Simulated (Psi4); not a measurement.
F3Hf (SMILES [F][Hf]([F])[F]), doublet, geometry from GFN2-xTB (such geometries of metal compounds can be far from the true shape) (the multiplicity is a formal guess) (core potentials on Hf).

Psi4 was given this input:
```
memory 2 GB

molecule mol {
0 2
Hf    0.013276    0.082528    0.030167
F     1.727390   -0.458054   -0.205200
F    -0.886426   -0.635459    1.430468
F    -0.947175    0.433287   -1.466602
}

set {
  basis def2-svp
  reference uks
}

energy('tpss')
print_variables()
```

Task: What dipole moment does TPSS/def2-SVP (Psi4 1.11) give?

Result: 0.62 D

Task: Give the number of basis functions at the level TPSS/def2-SVP.

Result: 74

Task: What nuclear repulsion energy does TPSS/def2-SVP give?

Result: 136.2205 Eh

Task: Estimate the <S^2> that TPSS/def2-SVP returns for this input.

Result: 0.751

These values belong to the state on which the SCF converged, which isn't shown to be the lowest.

Task: Roughly what does it cost on one core?

Result: roughly 26 core-seconds.
